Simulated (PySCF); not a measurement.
PI₃: calculation against measurement

Isolated PI₃, optimised in PySCF with density fitting and no spin–orbit coupling; def2 sets carry scalar-relativistic core potentials from Rb on. All levels below give a singlet of C3v symmetry: PBE0/def2-TZVP P–I 2.448 Å (×3), I–P–I 102.6° (×3); PBE/def2-SVP P–I 2.505 Å (×3), I–P–I 103.7° (×3).

Counting electrons, phosphorus keeps 2 of its valence electrons outside its bonds, so the VSEPR class is AX3E1 and the expected shape is trigonal pyramidal (C3v), as computed.

Measured fundamentals (Shimanouchi, Tables of Molecular Vibrational Frequencies (1972), as compiled in the NIST Chemistry WebBook) beside computed harmonic wavenumbers, in cm⁻¹:

```
mode as compiled  computed symmetry  measured  rating (A best; medium not stated)  PBE0/def2-TZVP  PBE/def2-SVP
      a1 sym str                 a1       303                                   D             321           295
   a1 sym deform                 a1       111                                   D             113           103
       e deg str                  e       325                                   D             344           310
    e deg deform                  e        79                                   D              76            70
```

Question: How close does each level come?

Answer: Mean absolute differences: PBE0/def2-TZVP 4.3 %, PBE/def2-SVP 6.4 %. The mean ratio of measured to computed values at PBE0/def2-TZVP is 0.977. Harmonic values should lie a little above fundamentals.
